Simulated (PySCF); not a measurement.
PySCF input file for C2H10OSi2, SMILES COC[SiH2][SiH3], HF/pcSseg-1. The structure is a stationary point at B3LYP-D3(BJ)/def2-SVP. One conformer was computed; it need not be the lowest.

```python
import numpy as np
from pyscf import gto, scf, dft
from pyscf.prop.nmr import rhf as nmr

mol = gto.M(
    atom='''
    C     2.69415832   -0.60265442   -0.62953370
    O     1.45134126   -0.03271132   -0.31128088
    C     0.90002667   -0.49661919    0.90469009
    Si   -0.78550609    0.37475231    1.09592722
    Si   -1.80886276    0.25892724   -1.01414754
    H     3.45956931   -0.37350286    0.13909003
    H     2.62712778   -1.70509174   -0.72698005
    H     3.02171417   -0.18175366   -1.59132498
    H     1.57296197   -0.28642239    1.76247662
    H     0.75026409   -1.59757387    0.88415923
    H    -0.59571811    1.79245747    1.52386894
    H    -1.58687609   -0.32811128    2.14440241
    H    -1.70288895   -1.13812479   -1.53254975
    H    -1.14326344    1.18564250   -1.97303624
    H    -3.25756672    0.61829895   -0.93571295
    ''',
    basis='pcSseg-1',
    charge=0,
    spin=0,
    max_memory=1600,
    verbose=3,
)
mf = scf.RHF(mol)
mf.conv_tol = 1e-10
mf.max_cycle = 100
mf.kernel()
n = nmr.NMR(mf)
n.verbose = 2
n.max_cycle_cphf = 60
sigma = n.kernel()
print('atom   isotropic/ppm   span/ppm')
for i, s in enumerate(sigma):
    w = np.linalg.eigvalsh((s + s.T) / 2)
    print(f'{mol.atom_symbol(i):2s}{i + 1:3d} {w.mean():14.3f} {w[2] - w[0]:11.3f}')
```

Program output:

```
converged SCF energy = -734.195778759249
atom   isotropic/ppm   span/ppm
C   1        132.725      82.355
O   2        352.755      21.952
C   3        138.141      87.068
Si  4        451.506      67.834
Si  5        486.069       9.253
H   6         28.674      10.197
H   7         28.763       9.960
H   8         28.095      11.422
H   9         28.650       8.953
H  10         29.082       8.456
H  11         27.967       8.687
H  12         28.196       8.728
H  13         28.444       8.134
H  14         28.264       8.382
H  15         28.513       9.020
```

The calculation finished and met its thresholds.
